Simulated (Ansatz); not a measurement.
The molecule PH+, multiplicity 4 (an upper state: multiplicity 2 came lower at CCSD(T)/def2-TZVPP on PBE0 minima).

Constants: fifth-degree fit in 1/R to seven points, most abundant isotopes. Runs in def2 and cc sets follow the lowest solution found near the PBE0 minimum.

Codes used: Ansatz (a first-principles code) with Gaussian orbitals. Values without a source in brackets are computed.

Energies at PBE0/def2-TZVPP:

```tsv
R (Å)	E (hartree)
1.385920	-341.31763174
1.423176	-341.31945836
1.457452	-341.32033403
1.496198	-341.32057501
1.534944	-341.32018591
1.579651	-341.31914178
1.631809	-341.31734765
```

Question: With a reduced mass of 0.9761 u, find the minimum, the force constant and the constants.

Answer: A fifth-degree polynomial in 1/R puts the minimum at r_e = 1.4901 Å with force constant 190 N/m. Then ω_e = (1/2πc)√(k/μ) = 1816 cm⁻¹ and B_e = h/(8π²cμr_e²) = 7.778 cm⁻¹; the cubic and quartic terms give α_e = 0.44 and ω_e x_e = 85 cm⁻¹.
